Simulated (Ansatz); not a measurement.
Species: BSiH₄F, charge 0, singlet. BSiH4F (SMILES [SiH3]BF).
B3LYP-D3(BJ)/def2-TZVP minimum from Ansatz (a first-principles code):
```
Si
H 1 1.4824
H 1 1.4859 2 109.03
H 1 1.4859 2 109.03 3 117.19
B 1 2.0350 2 113.34 3 -121.41
F 5 1.3263 1 120.89 2 0.00
H 5 1.1988 6 115.97 1 -180.00
```

Atomisation energy term by term, kcal/mol (programs: Ansatz). Open shells are spin-unrestricted; no spin-orbit coupling. Cores are frozen in correlated methods. Rows without X2C or -DK are non-relativistic. CBS(X,Y): correlation extrapolated as X^-3, Hartree-Fock from the larger set. A bracket is a step between two methods taken in the basis named. 'core' is core correlation in cc-pwCVTZ (1s frozen past Ne), 'X2C' scalar relativity in cc-pVTZ-DK, both at CCSD(T). For partners of very few electrons the exact lower level stands in for a higher one.

```
term                                       basis  kcal/mol
------------------  ----------------------------  --------
Hartree-Fock                         cc-pV(Q+d)Z    429.25
CCSD correlation    CBS(cc-pV(T+d)Z,cc-pV(Q+d)Z)    112.84
(T)                 CBS(cc-pV(T+d)Z,cc-pV(Q+d)Z)      5.77
CCSDT(Q) - CCSD(T)                   cc-pV(D+d)Z      0.42
core correlation                       cc-pwCVTZ      1.06
scalar relativity                X2C, cc-pVTZ-DK     -0.91
sum: De                                              548.4
```
